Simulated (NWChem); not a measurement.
# SiH3OBr; SMILES O[SiH2]Br

```xyz
6

Si    -0.5557    -1.0856     0.0058
O      0.7389    -2.1102    -0.0618
Br     0.0913     1.0502    -0.0081
H     -1.3541    -1.3408    -1.2152
H     -1.3499    -1.2606     1.2537
H      1.3769    -2.0751     0.6576
```
Atoms are numbered in this order, from 1.

All runs: NWChem. Geometry: optimised at PBE0/def2-SVP. Total energies compare along this basis series because the functional is fixed.

```tsv
level	basis functions	energy (Ha)	highest occupied level (eV)	orbital gap (eV)	dipole (D)
PBE/pcseg-1	74	-2939.8234	-7.08	6.39	1.50
PBE/aug-pcseg-1	113	-2939.8358	-7.18	5.96	1.40
PBE/pcseg-2	149	-2940.2485	-7.17	?	1.42
PBE/STO-3G	35	-2907.4629	-3.24	7.11	2.03
PBE/def2-SVP	79	-2939.6703	-6.92	6.59	1.52
```

### Question
Some entries are withheld; supply them.

### Answer

- PBE/pcseg-2, orbital gap (eV): 6.18
